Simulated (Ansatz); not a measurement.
Ansatz (a first-principles code) input (SVWN5/6-31G* with LANL2DZ past Ar): The .json file joins the Basis Set Exchange's 6-31G* for atoms up to Ar and LANL2DZ past it.

Ansatz 0.2 input:
```yaml
crystal:
  periodic: [false, false, false]
  atoms:
    - {symbol: C, position_ang: [-2.05396500, -2.40568400, 0.60494700]}
    - {symbol: C, position_ang: [-1.21722600, -1.42566200, 0.35850500]}
    - {symbol: B, position_ang: [-0.32506800, -0.38073300, 0.09574100]}
    - {symbol: Br, position_ang: [-0.79595000, 1.55572500, 0.36912300]}
    - {symbol: Br, position_ang: [1.54229300, -0.68157900, -0.58894000]}
    - {symbol: H, position_ang: [-2.12580400, -2.89841200, 1.58025400]}
    - {symbol: H, position_ang: [-2.74370900, -2.80495300, -0.14605200]}
basis:
  gaussian:
    orbitals: 6-31Gs+LANL2DZ.json
hamiltonian:
  xc: {name: SVWN5}
total_charge: -1
output: {forces: true}
```

Output:

```
Functional definition: SVWN5
integrals: 0.02 GiB planned
841 factors; their error is unknown
mean field: 0.14 GiB planned
mean field evaluation 1: about -3465.9124 eV, gradient 4.4e1 eV
mean field evaluation 2: about -3443.9534 eV, gradient 9.2e1 eV
mean field evaluation 4: about -3470.9854 eV, gradient 1.3e1 eV
mean field evaluation 8: about -3471.4651 eV, gradient 1.4e-1 eV
mean field evaluation 16: about -3471.4262 eV, gradient 3.2e-5 eV
mean field -3471.42620057 eV, -127.5725598539 hartree, gradient 3.2e-5 eV, S^2 0.000000; 0 other end points of the search recorded, 0 dependent functions left out
the calculation of the forces begins
reference -3471.42622700 eV, -127.5725608249 hartree; 17, 17 occupied and 48, 48 virtual orbitals, 841 factors
Total energy: -3471.42622700 eV, -127.5725608249 hartree
Atom 0 at    -2.053965    -2.405684     0.604947 Å, force     0.163123     0.191056    -0.048044 eV/Å
Atom 1 at    -1.217226    -1.425662     0.358505 Å, force     0.087815     0.102853    -0.025864 eV/Å
Atom 2 at    -0.325068    -0.380733     0.095741 Å, force    -0.018733    -0.021941     0.005517 eV/Å
Atom 3 at    -0.795950     1.555725     0.369123 Å, force    -0.051469     0.229789     0.030863 eV/Å
Atom 4 at     1.542293    -0.681579    -0.588940 Å, force     0.221145    -0.031057    -0.080837 eV/Å
Atom 5 at    -2.125804    -2.898412     1.580254 Å, force    -0.066768    -0.255644     0.434035 eV/Å
Atom 6 at    -2.743709    -2.804953    -0.146052 Å, force    -0.335114    -0.215056    -0.315670 eV/Å
Dipole moment:     0.257420     0.301501    -0.075817 e Å
```

The dipole moment of an ion depends on the origin.

The geometry given is a B3LYP-D3(BJ)/def2-TZVP minimum.
